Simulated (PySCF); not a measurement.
C6H5N2O (doublet state).
Structure used (GFN2-xTB), in Å, numbered top down from 1:
```xyz
14
C6H5N2O angstrom
C      2.4775    1.0806   -1.2081
N      2.1483    0.4642   -0.2232
C      0.9018    0.3049    0.5270
C      0.5026   -1.1367    0.5182
C     -0.6415   -1.2766   -0.1317
C     -1.1377    0.0829   -0.5562
C     -2.4500    0.3573    0.0124
N     -3.4740    0.5585    0.4757
O     -0.1814    1.0043   -0.0455
H      2.0215    1.7478   -1.9213
H      1.1143    0.7048    1.5268
H      1.1286   -1.8976    0.9410
H     -1.1970   -2.1706   -0.3384
H     -1.2137    0.1757   -1.6535
```

The hyperfine couplings belong to this conformer and change with its torsions.

Identity: `[H]/[C]=N\[C@@H]1C=C[C@@H](C#N)O1` [radical].

Theory: UKS B3LYP, pcH-1 on C H N O, non-relativistic, mean-field spin-orbit, GIAO in PySCF 2.14.0. Isolated species at its GFN2-xTB geometry (one conformer only). Couplings are sensitive to structure, and on GFN2-xTB geometries they can be far from those on DFT ones. No stability test was run, so a lower SCF solution isn't excluded.

(1) Give the principal g shifts and their parts.

(2) What are the electron Larmor frequencies g μB B/h along the three axes at 350 mT?

(3) At 9.359 GHz, how far is the centre of the isotropic spectrum from where a free electron (g = 2.002319) resonates?

(4) In a frozen sample, at which fields do the three g values resonate at 9.5, 34, 94 and 263 GHz (hyperfine left aside), and which band first spreads them over more than twice a line width of 1.0 mT?

Answers

(1) 
| Δg (ppm) | 1 | 2 | 3 |
| --- | --- | --- | --- |
| relativistic mass correction | -182 | -182 | -182 |
| gauge correction | 22 | 27 | -121 |
| orbital Zeeman/spin–orbit | -2875 | 32 | 1487 |
| total | -3035 | -123 | 1184 |

So g = 1.99928, 2.00220, 2.00350 and g_iso = 2.00166; the tensor is rhombic: the two nearest values differ by 31 % of g3 − g1. Axes: g1 points within 3° of the C1–N2 bond.

(2) 9.7939, 9.8081, 9.8145 GHz for g1, g2 and g3, a range of 20.7 MHz.

(3) B = hν/(g μB) with μB/h = 13.99624 MHz/mT gives 333.95 mT for the free electron and 334.06 mT at g_iso, 0.11 mT higher.

(4) 
```csv
band,GHz,B(g3) mT,B(g2) mT,B(g1) mT,spread mT
X,9.5,338.78,339.00,339.50,0.71
Q,34.0,1212.49,1213.28,1215.05,2.56
W,94.0,3352.17,3354.36,3359.25,7.07
J,263.0,9378.95,9385.07,9398.74,19.79
```

The spread grows in proportion to the frequency. Q band is the first where it exceeds 2.0 mT.

The Mulliken spin populations are largest on C1 (+0.72), N2 (+0.11), C3 (+0.08) and H10 (+0.08). No atom but C1 exceeds +0.15.

The HOMO–LUMO gaps are 4.23 eV among the α and 6.43 eV among the β orbitals.
